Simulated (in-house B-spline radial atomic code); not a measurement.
Orbital energies and mean radii along the 33-electron series, configuration 1s2 2s2 2p6 3s2 3p6 3d10 4s2 4p1/2(2) 4p3/2(1). The effective charge is n√(-2ε), a non-relativistic measure. Computed with an all-electron radial atomic-structure program (B-spline basis): Dirac-Hartree-Fock, jj configuration that fills j = l - 1/2 first, finite nuclei.

| ion | Z | energy of 4s1/2 (Eh) | mean radius of 4s1/2 (bohr) | energy of 4p1/2 (Eh) | mean radius of 4p1/2 (bohr) | effective charge of 4s1/2 |
| --- | --- | --- | --- | --- | --- | --- |
| Ba23+ | 56 | -30.557 | 0.61158 | -28.382 | 0.61844 | 31.27 |
| La24+ | 57 | -32.701 | 0.59447 | -30.444 | 0.6002 | 32.349 |
| Ce25+ | 58 | -34.917 | 0.57825 | -32.578 | 0.58299 | 33.427 |
| Pr26+ | 59 | -37.206 | 0.56286 | -34.783 | 0.56669 | 34.505 |
| Nd27+ | 60 | ? | ? | ? | ? | ? |
| Pm28+ | 61 | -42.003 | 0.53432 | -39.412 | 0.53659 | 36.662 |
| Sm29+ | 62 | -44.512 | 0.52105 | -41.836 | 0.52265 | 37.741 |
| Eu30+ | 63 | -47.097 | 0.50838 | -44.334 | 0.50938 | 38.821 |
| Gd31+ | 64 | ? | ? | ? | ? | ? |
| Tb32+ | 65 | ? | ? | ? | ? | ? |
| Dy33+ | 66 | -55.302 | 0.4736 | -52.277 | 0.47308 | 42.067 |
| Ho34+ | 67 | -58.191 | 0.46296 | -55.076 | 0.46203 | 43.152 |
| Er35+ | 68 | -61.157 | 0.45275 | -57.953 | 0.45143 | 44.238 |
| Tm36+ | 69 | -64.202 | 0.44293 | -60.907 | 0.44126 | 45.326 |
| Yb37+ | 70 | -67.325 | 0.4335 | -63.939 | 0.4315 | 46.416 |

Question: Fill in the row of Nd27+.

Answer: energy of 4s1/2 (Eh): -39.568; mean radius of 4s1/2 (bohr): 0.54824; energy of 4p1/2 (Eh): -37.061; mean radius of 4p1/2 (bohr): 0.55125; effective charge of 4s1/2: 35.583.

Question: Fill in the row of Gd31+.

Answer: energy of 4s1/2 (Eh): -49.756; mean radius of 4s1/2 (bohr): 0.49628; energy of 4p1/2 (Eh): -46.906; mean radius of 4p1/2 (bohr): 0.49672; effective charge of 4s1/2: 39.902.

Question: Fill in the row of Tb32+.

Answer: energy of 4s1/2 (Eh): -52.491; mean radius of 4s1/2 (bohr): 0.48469; energy of 4p1/2 (Eh): -49.554; mean radius of 4p1/2 (bohr): 0.48464; effective charge of 4s1/2: 40.984.

Question: How does the screening of 4s1/2 change?

Answer: Z less the effective charge goes from 24.73 at Z = 56 to 23.58 at Z = 70.
